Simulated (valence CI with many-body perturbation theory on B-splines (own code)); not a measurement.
Results of a calculation; reference values are marked as such.
**Er XXXVII: what the settings do**

Level of theory: relativistic CI+MBPT: four valence electrons over a frozen Dirac-Fock core [Ar] 3d10, a basis of 6 s, 6 p, 5 d, 3 f, 1 g functions for each j, with the one-electron correlation potential Σ1, the two-electron term Σ2, the three-electron term Σ3, Breit, model QED; selected CI, second order for the rest, scaled by the run's own slope (own B-spline code, finite nucleus).

The last digits are not significant, and no measured levels were compared; by estimate large intervals hold to a few tenths of a per cent, small ones and those within an open d or f shell to about a per cent.

The reference run has the lowest level (4s^2 4p1/2^2) J=0 and an ionisation energy of 1626.54 eV. Its largest variational space holds 9995 state functions.

Levels are named by their leading jj configuration (3d3/2^4 stands for four electrons in 3d with j = 3/2), which in mixed levels can hold well under half, so a name can repeat and another be missing. Letters in brackets count levels of one name in rising energy.

Changed runs:
A. scale of Σ1 1 → 0; scale of Σ2 1 → 0; three-electron term on → off
B. cutoff of virtual states (hartree) 9248 → 89000; scale of Σ1 1 → 0.8
C. size limit of the variational space 10000 → 6000; scale of Σ2 1 → 0.8
D. start configuration 4s2 4p2 → 4s2 4p3 (bad on purpose)

Excitation energies of the reference run in cm⁻¹, and shifts in cm⁻¹:

```csv
Level,Reference,A,B,C
(4s^2 4p1/2 4p3/2) J=1,458031,-3088,-321,-271
(4s^2 4p1/2 4p3/2) J=2,488479,-2580,-323,-179
(4s^2 4p3/2^2) J=2,969415,-5369,-645,-402
(4s^2 4p3/2^2) J=0,1036030,-4123,-647,-181
(4s 4p1/2^2 4p3/2) J=2,1112490,-3791,-186,-507
(4s 4p1/2^2 4p3/2) J=1,1216820,+462,-187,+333
(4s^2 4p1/2 4d3/2) J=2,1520600,-2482,-61,-265
(4s 4p1/2 4p3/2^2) J=2 [a],1531060,-6904,-430,-946
(4s 4p1/2 4p3/2^2) J=3,1589510,-6097,-442,-696
(4s^2 4p1/2 4d3/2) J=1,1639300,+4673,-137,+1135
(4s 4p1/2 4p3/2^2) J=0,1660350,-4674,-498,-392
(4s^2 4p1/2 4d5/2) J=2,1706400,+386,-311,+472
Ionisation energy (eV),1626.54,-1.72,-0.35,-0.027
```

Run D: It gave no result: the electrons of core and valence do not add up to the charge. The program said: "core and valence hold 33 electrons, the ion has 32".
